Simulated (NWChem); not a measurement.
# Correlation energy of formamidinium (CH5N2 (+1))

```xyz
8

N     -1.1642     0.0000    -0.1738
C      0.0000     0.0000     0.4216
N      1.1642     0.0000    -0.1738
H     -1.2725     0.0000    -1.1855
H     -2.0167     0.0000     0.3788
H      0.0000     0.0000     1.5175
H      1.2725     0.0000    -1.1855
H      2.0167     0.0000     0.3788
```
Charge +1, spin multiplicity 1.

The numbers come from NWChem runs, not from measurements. The geometry was optimised at PBE0/def2-SVP, a minimum by its harmonic frequencies. It is one conformer; others weren't searched.

Basis set: 6-311G**. Each correlation energy counts from its own Hartree-Fock reference.

The correlated methods keep 3 core orbitals frozen. The Pople sets run with spherical d functions. No row is a measurement; the coupled-cluster row has its own basis-set and correlation limits.

Task: For the correlation energy, CR-CCSD[T] gives -528.7 mHa and MP2 gives -487.8 mHa. What do CR-CCSD(T), CCSD+T(CCSD), CCSD(T) give?

Result: CR-CCSD(T): -528.0 mHa; CCSD+T(CCSD): -532.8 mHa; CCSD(T): -532.0 mHa.
